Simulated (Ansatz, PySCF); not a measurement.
This Ansatz (a first-principles code) input computes a BLYP/def2-TZVPD energy:

Ansatz 0.2 input:
```yaml
crystal:
  periodic: [false, false, false]
  atoms:
    - {symbol: K, position_ang: [-0.00000000, -0.00000000, -0.74845923]}
    - {symbol: O, position_ang: [0.00000000, 0.00000000, 1.47370794]}
    - {symbol: H, position_ang: [0.00000000, 0.00000000, 2.43106183]}
basis:
  gaussian:
    orbitals: def2-TZVPD
hamiltonian:
  xc: {name: BLYP}
output: {forces: true}
```

**Question.** Write an input for the same energy in PySCF and say what it gives.

**Answer.** 
```python
from pyscf import gto, scf, dft

mol = gto.M(
    atom='''
    K    -0.00000000   -0.00000000   -0.74845923
    O     0.00000000    0.00000000    1.47370794
    H     0.00000000    0.00000000    2.43106183
    ''',
    basis='def2-tzvpd',
    charge=0,
    spin=0,
    verbose=4,
)

mf = dft.RKS(mol, xc='blyp').density_fit(auxbasis='def2-universal-jkfit')
mf.grids.level = 3
mf.conv_tol = 1e-9
mf.max_cycle = 100
mf.max_memory = 1500
mf.kernel()
if not mf.converged:
    mf = mf.newton()
    mf.kernel(mf.make_rdm1())
mf.analyze()
```
It gives -675.79212 Eh, and Ansatz -675.79208 Eh, a difference of 0.04 mEh, from the treatment of integrals and grids.
